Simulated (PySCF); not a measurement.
Molybdenum: a sound run and one with changed settings

Sound run: Mo²⁺ [Kr] 4d4, Mo³⁺ [Kr] 4d3. All numbers are calculated (PySCF 2.14, the spin-free X2C one-electron Hamiltonian (Gaussian nucleus), in x2c-TZVPall). The sound run starts from symmetry-adapted Hartree-Fock orbitals and uses a fine grid where one is needed.

A second run was set up differently.

| species | method | sound run (hartree) | changed run (hartree) | converged |
| --- | --- | --- | --- | --- |
| Mo²⁺ | UHF | -4045.40769 | -4040.52976 | no |
| Mo²⁺ | B3LYP | -4047.53093 | -4037.29302 | no |
| Mo²⁺ | TPSS | -4047.33140 | -4035.71793 | no |
| Mo³⁺ | UHF | -4044.44847 | -4042.40660 | no |
| Mo³⁺ | B3LYP | -4046.52914 | -4040.29021 | no |
| Mo³⁺ | TPSS | -4046.33193 | -4038.91727 | no |

Problem. What was changed?
A. basis contracted for another Hamiltonian
B. too few SCF iterations
C. a valence shell is frozen
D. angular grid far too coarse

Solution. B. It used initial guess 1e, at most 2 SCF cycles. The SCF was stopped early; the energies are upper bounds that still move, and correlated levels were skipped or rest on poor orbitals.
